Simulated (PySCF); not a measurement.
Run record: geometry optimisation, `C[C@@H]([SiH3])[Ge@H]([CH3])[F]`.

Method: PBE0-D3(BJ)/def2-SVP geometry optimisation, gas phase (PySCF 2.14.0). Start geometry: GFN2-xTB. The input is one job of a driver script: a line of settings, then coordinates in Å.

Input:
```
{"job": {"xc": "PBE0", "basis": "def2-SVP", "d3": "d3bj", "grid": 1, "kind": "geom"}, "charge": 0, "multiplicity": 1}
C     -0.809515    -0.685255    -1.435001
C     -0.844617     0.376324    -0.339294
Si    -1.762076    -0.211298     1.224466
Ge     1.007085     0.986188     0.092563
C      2.240919    -0.267173     0.996107
F      0.827167     2.312536     1.256712
H     -1.819753    -0.956035    -1.739273
H     -0.275407    -0.326163    -2.315925
H     -0.311260    -1.587276    -1.082743
H     -1.364994     1.258362    -0.722939
H     -1.073761    -1.391033     1.765094
H     -3.117880    -0.595506     0.814629
H     -1.807232     0.861498     2.213518
H      1.672225     1.739822    -1.061399
H      2.465730    -1.117838     0.360353
H      1.796082    -0.626837     1.919930
H      3.170289     0.241715     1.236571
```

Output:
```
step   0  E = -2586.18186841  max force = 0.017565
step   1  E = -2586.18687112  max force = 0.005729
step   2  E = -2586.18711828  max force = 0.000940
step   3  E = -2586.18714943  max force = 0.000639
step   4  E = -2586.18716296  max force = 0.000306
optimisation converged
```

Energies in Eh; «max force» is the largest Cartesian gradient component in Eh/bohr.

Problem. How much energy does the optimisation release, in kJ/mol?

Solution. E(step 0) − E(last step) = 0.005295 Eh, which is 13.9 kJ/mol.

Problem. Give the first gradient maximum in eV/Å.

Solution. With 1 Eh/bohr = 51.422 eV/Å, 0.903 eV/Å.

In short: final energy -2586.18716 Eh after 4 steps; dipole 2.59 D.

Problem. Give the final coordinates.

Solution. 0.091 Å rms from the input after alignment:
```
atom  x, y, z in Å
C1    -0.7248   -0.6785   -1.4089
C2    -0.7895    0.3996   -0.3199
Si3   -1.7261   -0.1852    1.2125
Ge4    1.0008    1.0493    0.1151
C5     2.1316   -0.2811    0.9565
F6     0.7905    2.3380    1.2861
H7    -1.7315   -0.9928   -1.7286
H8    -0.1962   -0.3272   -2.3109
H9    -0.2037   -1.5839   -1.0565
H10   -1.3329    1.2847   -0.6972
H11   -1.0344   -1.3752    1.8036
H12   -3.1112   -0.6046    0.8281
H13   -1.8031    0.8878    2.2461
H14    1.6629    1.7101   -1.1125
H15    2.2923   -1.1323    0.2781
H16    1.6595   -0.6503    1.8782
H17    3.1081    0.1550    1.2100
```

Time: 51 s; peak memory 0.74 GiB. Hardware: Arm Neoverse V1, one thread, shared host with 32 logical CPUs at a one-minute load of 18.
Labels such as C1 count atoms from 1, the log's own numbers from 0.
